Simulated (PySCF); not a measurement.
A run for PySCF: R-M06-2X/def2-TZVPP on H2OSSi (SMILES O[Si]S), a point of a torsion scan.

```python
from pyscf import gto, dft

mol = gto.M(
    atom='''
    O    -1.30225041    0.32267871   -0.58098031
    Si    0.05993734   -0.53068294   -0.81455294
    S    -0.35301995   -1.47183293   -2.75938578
    H    -2.13676303    0.12976751   -0.16785077
    H    -1.54218726   -0.92106015   -2.96756089
    ''',
    basis='def2-tzvpp',
    charge=0, spin=0, verbose=4, max_memory=1800)
mf = dft.RKS(mol, xc='m062x').density_fit(auxbasis='def2-universal-jkfit')
mf.grids.level = 4
mf.conv_tol = 1e-9
mf.max_cycle = 150
mf.kernel()
mf.dip_moment()
```

Output:

```
PySCF version 2.14.0

[INPUT] verbose = 4
[INPUT] num. atoms = 5
[INPUT] num. electrons = 40
[INPUT] charge = 0
[INPUT] spin (= nelec alpha-beta = 2S) = 0
[INPUT] symmetry False subgroup None
[INPUT] Mole.unit = angstrom
[INPUT] Symbol           X                Y                Z      unit          X                Y                Z       unit  Magmom
[INPUT]  1 O     -1.302250410000   0.322678710000  -0.580980310000 AA   -2.460896620503   0.609774388128  -1.097893669665 Bohr   0.0
[INPUT]  2 Si     0.059937340000  -0.530682940000  -0.814552940000 AA    0.113265157235  -1.002845415579  -1.539281970559 Bohr   0.0
[INPUT]  3 S     -0.353019950000  -1.471832930000  -2.759385780000 AA   -0.667111022008  -2.781361138816  -5.214483396219 Bohr   0.0
[INPUT]  4 H     -2.136763030000   0.129767510000  -0.167850770000 AA   -4.037896919796   0.245225053767  -0.317191985097 Bohr   0.0
[INPUT]  5 H     -1.542187260000  -0.921060150000  -2.967560890000 AA   -2.914311554193  -1.740551427751  -5.607877340071 Bohr   0.0

nuclear repulsion = 133.934348769517
number of shells = 51
number of NR pGTOs = 204
number of NR cGTOs = 143
basis = def2-tzvpp
ecp = {}


******** <class 'pyscf.df.df_jk.DFRKS'> ********
method = DFRKS
initial guess = minao
damping factor = 0
level_shift factor = 0
DIIS = <class 'pyscf.scf.diis.CDIIS'>
diis_start_cycle = 1
diis_space = 8
diis_damp = 0
SCF conv_tol = 1e-09
SCF conv_tol_grad = None
SCF max_cycles = 150
direct_scf = False
XC library pyscf.dft.libxc version 7.1.2
    S. Lehtola, C. Steigemann, M. J. T. Oliveira, and M. A. L. Marques,  SoftwareX 7, 1–5 (2018)
XC functionals = m062x
    Y. Zhao and D. G. Truhlar,  Theor. Chem. Acc. 120, 215 (2008)
    Y. Zhao and D. G. Truhlar,  Theor. Chem. Acc. 120, 215 (2008)
radial grids:
    Treutler-Ahlrichs [JCP 102, 346 (1995); DOI:10.1063/1.469408] (M4) radial grids

becke partition: Becke, JCP 88, 2547 (1988); DOI:10.1063/1.454033
pruning grids: <function nwchem_prune>
grids dens level: 4
symmetrized grids: False
atomic radii adjust function: <function treutler_atomic_radii_adjust>
small_rho_cutoff = 0
Set gradient conv threshold to 3.16228e-05
Initial guess from minao.
tot grids = 117288
******** <class 'pyscf.df.df.DF'> ********
auxbasis = def2-universal-jkfit
init E= -764.255695528936
  HOMO = -0.25176513578419  LUMO = -0.0815602354870393  gap/eV = 4.63151
cycle= 1 E= -764.056975462177  delta_E= 0.199  |g|= 0.648  |ddm|= 1.78
  HOMO = -0.254662716720685  LUMO = -0.0439146737419094  gap/eV = 5.73475
cycle= 2 E= -764.023078713295  delta_E= 0.0339  |g|= 0.819  |ddm|= 0.79
  HOMO = -0.283736506874631  LUMO = -0.0417884369775692  gap/eV = 6.58374
cycle= 3 E= -764.138876676073  delta_E= -0.116  |g|= 0.0642  |ddm|= 0.394
  HOMO = -0.286027934125551  LUMO = -0.0398252398181427  gap/eV = 6.69952
cycle= 4 E= -764.139729971179  delta_E= -0.000853  |g|= 0.0291  |ddm|= 0.0767
  HOMO = -0.285710618926593  LUMO = -0.0400517424690108  gap/eV = 6.68472
cycle= 5 E= -764.13994741197  delta_E= -0.000217  |g|= 0.00459  |ddm|= 0.0306
  HOMO = -0.285341248839106  LUMO = -0.0394236316309886  gap/eV = 6.69176
cycle= 6 E= -764.139953882512  delta_E= -6.47e-06  |g|= 0.00162  |ddm|= 0.00698
  HOMO = -0.285513941735123  LUMO = -0.0396274766395095  gap/eV = 6.69091
cycle= 7 E= -764.139954685667  delta_E= -8.03e-07  |g|= 0.000413  |ddm|= 0.00192
  HOMO = -0.285487451230779  LUMO = -0.0396013538369289  gap/eV = 6.69090
cycle= 8 E= -764.139954752887  delta_E= -6.72e-08  |g|= 9.25e-05  |ddm|= 0.000662
  HOMO = -0.285488173306212  LUMO = -0.0396011442642745  gap/eV = 6.69093
cycle= 9 E= -764.139954757  delta_E= -4.11e-09  |g|= 2.46e-05  |ddm|= 0.000178
  HOMO = -0.285488224095234  LUMO = -0.0396014556368556  gap/eV = 6.69092
cycle= 10 E= -764.139954757286  delta_E= -2.86e-10  |g|= 5.74e-06  |ddm|= 4.97e-05
  HOMO = -0.285488604268235  LUMO = -0.0396019901519651  gap/eV = 6.69092
Extra cycle  E= -764.139954757305  delta_E= -1.91e-11  |g|= 3.44e-06  |ddm|= 1.25e-05
converged SCF energy = -764.139954757305
Dipole moment(X, Y, Z, Debye): -1.92997,  0.33158,  1.43338
```

Self-consistency was reached.

Cost: around 23 core-seconds (rough).
